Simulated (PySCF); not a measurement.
## RuO(OH)₂ + F₂ → RuO₃ + 2 HF

Level: PBE0 in the def2-TZVP basis family, computed in PySCF with density fitting; scalar-relativistic core potentials for atoms from Rb on, none lighter, no spin–orbit coupling; open shells unrestricted.

```csv
species,state and structure,E (Eh),ZPE (kJ/mol),H(298 K) − H(0) (kJ/mol),S° (J/(mol K))
RuO(OH)₂,"triplet, C2, O–H 0.963 Å (×2), Ru–O 1.659 Å, Ru–O 1.857 Å (×2); H–O–Ru 116.9° (×2), O–Ru–O 119.3°, O–Ru–O 120.3° (×2)",-321.62476,80.1,16.4,317.0
F₂,"singlet, D∞h, F–F 1.376 Å",-199.40856,6.6,8.7,201.9
RuO₃,"singlet, D3h, Ru–O 1.660 Å (×3)",-320.36646,22.7,14.2,286.3
HF,"singlet, C∞v, H–F 0.920 Å",-100.39188,24.9,8.7,173.6
```

(1) What is the electronic reaction energy?

(2) Add zero-point, thermal and entropy terms for 298.15 K and 1 bar.

Answers

(1) At PBE0/def2-TZVP, ΔE = -306.9 kJ/mol from the differences of the total energies times 2625.5, downhill. 

(2) ΔZPE = -14.2 and Δ[H(298) − H(0)] = 6.5 kJ/mol give ΔH° = -314.6 kJ/mol. ΔS° = 114.6 J/(mol K), so ΔG° = -314.6 − 298.15 × (0.1146) = -349 kJ/mol.

Open d or f shells are single determinants, so the state found may not be the ground state. Each species is the lowest minimum found with this bonding; other isomers or fragments can lie lower.
